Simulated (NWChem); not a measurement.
Molecule: C₅H₅FSi; SMILES F[C@H](C#C)[SiH2]C#C

```xyz
12

C      0.2576    -3.3459    -0.2590
C     -0.1732    -2.2316    -0.0415
Si    -0.8108    -0.5489     0.2606
C      0.4443     0.7483    -0.4012
F      1.6389     0.5811     0.3269
C     -0.0797     2.0940    -0.2301
C     -0.5589     3.1920    -0.0711
H      0.6354    -4.3279    -0.4424
H     -2.1013    -0.3682    -0.4514
H     -0.9786    -0.3147     1.7133
H      0.6787     0.5602    -1.4575
H     -0.9731     4.1655     0.0636
```
Atoms are numbered in this order, from 1.

Program: NWChem. Medium grid unless said otherwise, to which SCAN and Minnesota functionals are sensitive. All runs use the structure optimised with B3LYP/6-31G* (spherical d).

Problem. Estimate the computed values for r2SCAN/def2-SVP. Quantities: highest occupied level (eV); orbital gap (eV); dipole (D).

Solution. The highest occupied level (eV) comes out as -6.73, the orbital gap (eV) comes out as 5.48 and the dipole (D) is 1.54.
